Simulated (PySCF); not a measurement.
Ligand exchange on a metal centre used in film growth or etching (Zn OH-NH2). All species are isolated molecules in the gas phase. One relaxed conformer stands for each flexible species; it need not be the lowest.

The charge on the central atom (meta-Löwdin) from two functionals at the same geometries (PBE-D3(BJ)/def2-SVP), both in PySCF: PBE-D3(BJ)/def2-TZVP and B3LYP-D3(BJ)/def2-TZVP. B3LYP has the VWN-RPA correlation part, as in Gaussian. 

```tsv
species	PBE-D3(BJ)/def2-TZVP (e)	B3LYP-D3(BJ)/def2-TZVP (e)
0 of 2 OH replaced by NH2	1.23	1.28
1 of 2 OH replaced by NH2	1.14	1.19
2 of 2 OH replaced by NH2 ([Zn(NH2)2])	1.07	1.12
```

Over these rows, drawn at random from the members with no instability flagged (it was tested for open shells, ions and some series alone), PBE minus B3LYP-D3(BJ): mean -0.05 e, from -0.06 e to -0.05 e.
